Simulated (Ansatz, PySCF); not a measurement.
System: borotrithioic acid, sum formula BH₃S₃, net charge 0, singlet state. SMILES: SB(S)S
Geometry from a B3LYP-D3(BJ)/def2-TZVP (Ansatz, a first-principles code) optimisation:
```xyz
7

S      1.3678    -1.1528    -0.2197
B     -0.0061     0.0105    -0.0032
S     -1.2405    -0.3290     1.2730
S      0.0074     1.4315    -1.1243
H      1.0136    -2.0175     0.7458
H     -2.0310     0.7403     1.0851
H     -1.1078     2.0304    -0.6788
```

PBE beside other levels, property by property. Correlated levels leave the core frozen unless marked. UHF or UKS for open shells. Spin-orbit coupling is left out. Non-relativistic. Basis-set limits of correlation are two-point, X^-3; Hartree-Fock from the larger set (for Q and 5 zeta extrapolated as (X+1)exp(-9√X)). [CCSD(T)-MP2]/basis is that difference in the basis named. Rows marked 298 K are enthalpies with B3LYP-D3(BJ) harmonic zero-point and thermal terms from PySCF. Atomisation energies are electronic, to ground-state atoms; the column to compare with has the core term from cc-pwCVTZ added, other frozen-core levels have none. Vertical energies are electronic, to the SCF solution reached for that spin. Anions need diffuse functions, of which def2-TZVPD holds fewer than the aug- sets. The coupled-cluster column (Ansatz) is a level with limits of its own: (a) RI-MP2/CBS(aug-cc-pV(T+d)Z,aug-cc-pV(Q+d)Z)+[CCSD(T)-MP2]/aug-cc-pV(T+d)Z; (b) CCSD(T)/CBS(aug-cc-pV(T+d)Z,aug-cc-pV(Q+d)Z); (c) CCSD(T)/CBS(cc-pV(T+d)Z,cc-pV(Q+d)Z); (d) CCSD(T)/CBS(cc-pV(Q+d)Z,cc-pV(5+d)Z).

```
property                                                                SVWN5/def2-TZVPD (Ansatz)  B3LYP-D3(BJ)/def2-TZVPD (Ansatz + dftd3)  wB97M-V/def2-TZVPD (Ansatz)  coupled cluster
----------------------------------------------------------------------  -------------------------  ----------------------------------------  ---------------------------  ---------------
H-S bond dissociation enthalpy, 298 K, to [S]B(S)S + H atom (kcal/mol)                       93.6                                      83.9                         86.4         87.1 (b)
atomisation energy (kcal/mol)                                                               633.5                                     543.6                        551.1        547.1 (d)
vertical ionisation energy to the doublet (eV)                                               9.43                                      9.49                         9.77         9.91 (a)
vertical triplet-singlet gap (eV)                                                            4.59                                      4.78                         5.25         5.29 (a)
deprotonation enthalpy (H-S bond), 298 K, to [S-]B(S)S + H+ (kcal/mol)                      321.0                                     330.4                        327.2        328.6 (b)
proton affinity at S, enthalpy at 298 K, to SB(S)[SH2+] (kcal/mol)                          173.8                                     181.5                        176.7        178.3 (c)
```

### Question
What does PBE/def2-TZVPD (Ansatz) give for each property, and on which side of coupled cluster does it fall?

### Answer

- H-S bond dissociation enthalpy, 298 K, to [S]B(S)S + H atom: PBE lies 5.1 kcal/mol below coupled cluster; PBE gives 82.0 kcal/mol.
- atomisation energy: PBE lies 8.0 kcal/mol above coupled cluster; PBE gives 555.1 kcal/mol.
- vertical ionisation energy to the doublet: PBE lies 0.65 eV below coupled cluster; PBE gives 9.26 eV.
- vertical triplet-singlet gap: PBE lies 0.79 eV below coupled cluster; PBE gives 4.50 eV.
- deprotonation enthalpy (H-S bond), 298 K, to [S-]B(S)S + H+: PBE lies 0.9 kcal/mol below coupled cluster; PBE gives 327.7 kcal/mol.
- proton affinity at S, enthalpy at 298 K, to SB(S)[SH2+]: PBE lies 2.3 kcal/mol above coupled cluster; PBE gives 180.6 kcal/mol.
